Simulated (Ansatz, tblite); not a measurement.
Cost and result up the ladder for SiSn₄ (the lowest singlet isomer of a short search) (5 atoms). Total charge 0; singlet. Geometry: PBE-D4/def2-SVP.

```xyz
5

Si   -0.663   -0.638   -1.266
Sn    0.779    0.750    1.487
Sn    1.836   -0.903   -0.619
Sn   -1.389   -1.118    1.179
Sn   -0.562    1.909   -0.780
```

Ansatz on 4 threads of Arm Neoverse V2 on a shared host; xTB runs through tblite on one thread. Times are rough, summed over both states, and most runs start from the orbitals of an earlier one. PBE0-D4/def2-TZVP serves as the yardstick here, not as an exact answer. Differences are given only for rows in sets of like size (and for xTB, whose basis is part of the method), since another set adds its own error. The other state is a triplet at its own geometry, which has other bonds, so the gap mixes isomer and spin.

In the def2 sets Sn takes a core potential; there is no spin–orbit coupling. The xTB rows come from tblite. Correlated methods freeze 21 core orbitals; core or outer-core shells of Sn are correlated, in sets that lack core-valence functions. The rows differ in basis, and correlated rows in double-zeta sets carry the largest basis error. The structure comes from a short search, and lower isomers may exist.

Run but left out: HF/STO-3G (singlet: restricted singlet, unstable in another Hartree–Fock run and untested here); HF/def2-SVP, HF/def2-TZVP (singlet: restricted singlet, unstable towards broken spin symmetry); MP2/def2-SVP, MP2/def2-TZVP (triplet: ⟨S²⟩ 2.17 to 2.19, where a pure state has 2.00).

Correlated methods converge slowly with the basis, most of all in double-zeta sets.

xTB has no spin-polarisation term.

```json
{"level": "r2SCAN-D4/def2-TZVP", "functions": "237", "triplet − singlet (eV)": "0.65", "difference from PBE0-D4/def2-TZVP (eV)": "-0.05", "remarks": "–"}
{"level": "GFN1-xTB", "functions": "45", "triplet − singlet (eV)": "0.99", "difference from PBE0-D4/def2-TZVP (eV)": "0.29", "remarks": "–"}
{"level": "CCSD(T)/def2-SVP", "functions": "122", "triplet − singlet (eV)": "0.81", "difference from PBE0-D4/def2-TZVP (eV)": "–", "remarks": "large T1 (0.026) (singlet), restricted SCF unstable (singlet), spin-contaminated (⟨S²⟩ 2.17) (triplet)"}
{"level": "PBE0-D4/def2-TZVP", "functions": "237", "triplet − singlet (eV)": "0.70", "difference from PBE0-D4/def2-TZVP (eV)": "0.00", "remarks": "–"}
{"level": "PBE-D4/def2-TZVP", "functions": "237", "triplet − singlet (eV)": "0.80", "difference from PBE0-D4/def2-TZVP (eV)": "0.10", "remarks": "–"}
{"level": "GFN2-xTB", "functions": "45", "triplet − singlet (eV)": "1.11", "difference from PBE0-D4/def2-TZVP (eV)": "0.41", "remarks": "–"}
{"level": "BLYP-D4/def2-TZVP", "functions": "237", "triplet − singlet (eV)": "0.91", "difference from PBE0-D4/def2-TZVP (eV)": "0.22", "remarks": "–"}
```

Q: Estimate how long each takes.

A: GFN1-xTB 0.01 s; GFN2-xTB 0.019 s; PBE-D4/def2-TZVP 11 s; BLYP-D4/def2-TZVP 13 s; r2SCAN-D4/def2-TZVP 34 s; PBE0-D4/def2-TZVP 36 s; CCSD(T)/def2-SVP 72 s. On shared hardware such times vary by a factor of up to 3.
